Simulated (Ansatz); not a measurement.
Consider the cleavage of the Si–Si bond: `N[Si@H](F)[Si@@H](N)F` + `N[SiH](O)S` → `N[Si@H](F)S[Si@@H](N)O` + `N[SiH2]F`.

Program: Ansatz. Geometries: PBE0-D4/def2-TZVP. ΔE: electronic, gas phase. CBS: MP2 limit from def2 TZ/QZ plus the TZ coupled-cluster correction, frozen cores. Functionals use def2-TZVPP. One conformer a species, not always the lowest.

```json
{"level": "PBE0-D4", "ΔE (kJ/mol)": "-98.0"}
{"level": "ωB97X-V", "ΔE (kJ/mol)": "-96.5"}
{"level": "ωB97M-V", "ΔE (kJ/mol)": "-104.4"}
{"level": "PBE0", "ΔE (kJ/mol)": "-93.7"}
{"level": "HF/def2-TZVPP", "ΔE (kJ/mol)": "-94.8"}
{"level": "SCS-MP2/def2-TZVPP", "ΔE (kJ/mol)": "-107.1"}
{"level": "HF/def2-QZVPP", "ΔE (kJ/mol)": "-94.8"}
{"level": "HF/CBS(def2)", "ΔE (kJ/mol)": "-94.7"}
```

Question: What does CCSD(T)/CBS give? (Estimate.)

Answer: Computed: -103.2 kJ/mol. The listed levels differ from it by 5.2, 6.7, -1.2, 9.5, 8.4, -3.9, 8.4, 8.5 kJ/mol.

Largest T1 diagnostic among the species: 0.012.

From PBE to PBE0 (25 % exact exchange), in def2-TZVPP and without D4, ΔE moves by −5.1 kJ/mol. The D4 term adds −8.0 kJ/mol with B3LYP and −4.2 kJ/mol with PBE0; it sums over pairs of atoms, weighted by their polarisabilities, and B3LYP, whose exchange is more repulsive, gets the larger term. In def2-TZVPP, CCSD(T) changes the Hartree–Fock value by −7.7 kJ/mol (the triples alone add −3.3 kJ/mol) and MP2 by −19.0 kJ/mol.

B3LYP here is the variant with VWN-RPA as its local correlation; programs differ in this.
